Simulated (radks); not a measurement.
Task: Coherent X-ray form factor from a spherical all-electron density. Method: scalar-relativistic Kohn-Sham, PBE, spin-polarised, spherical densities, finite nucleus; Fermi nuclear charge, rms radius of each element as measured or else 0.836 A^(1/3) + 0.57 fm; computed with a radial shooting solver on a logarithmic mesh with Libxc functionals.

sin(theta)/lambda (1/angstrom)  f0 (electrons)
0.05                                    11.875
0.1                                     11.520
0.15                                    10.996
0.2                                     10.376
0.25                                     9.728
0.3                                      9.102
0.4                                      7.992
0.5                                      7.059
0.6                                      6.226
0.8                                      4.735
1                                        3.534
1.25                                     2.516
1.5                                      1.928
2                                        1.410

The species is in the configuration that NIST lists as its ground one. Which atom or ion scatters so?

Result: The sulfur ion S4+, [Ne] 3s2. Extrapolating in s^2 from the first two rows gives f0(0) = 12.0, near the electron count 12; among species with that count, the fall with angle is slower the higher Z, and the table is that of Z = 16; from so few rows the species is fixed only to a neighbour or two.
